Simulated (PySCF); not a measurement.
Does the answer move with the share of exact exchange?

Compound: C5H8Si.
SMILES: `[SiH3]CC=C1C=C1`

Torsions of this conformer, `[SiH3:1][CH2:2][CH:3]=[C:4]1[CH:5]=[CH:6]1`: Si1–C2–C3–C4 103°.

PySCF, pcSseg-1 basis, density fitting, gas phase, PBE0-D3(BJ)/def2-SVP geometry. One functional is left out:

```csv
functional,exact exchange (%),HOMO energy (eV),LUMO energy (eV),dipole moment (D)
B97-D,0,-4.62,-1.59,2.497
BLYP,0,-4.52,-1.56,2.477
BP86,0,-4.79,-1.81,2.494
LDA,0,-4.87,-1.97,2.468
OPBE,0,-4.65,-1.59,2.489
PBE,0,-4.69,-1.72,2.489
B3LYP,20,-5.47,-0.84,2.505
B97-2,21,-5.44,-0.66,2.523
PBE0,25,-5.67,-0.61,2.527
BHandHLYP,50,-6.49,0.61,2.564
```

Task: Predict the row of mPW1PW91 (25 % exact exchange) by straight lines through the other rows, and check it.

Result: 
```tsv
property	line	computed	computed − line	PBE0 (25 %), for comparison
HOMO energy (eV)	-5.61	-5.69	-0.08	-5.67
LUMO energy (eV)	-0.56	-0.61	-0.05	-0.61
dipole moment (D)	2.524	2.519	-0.005	2.527
```
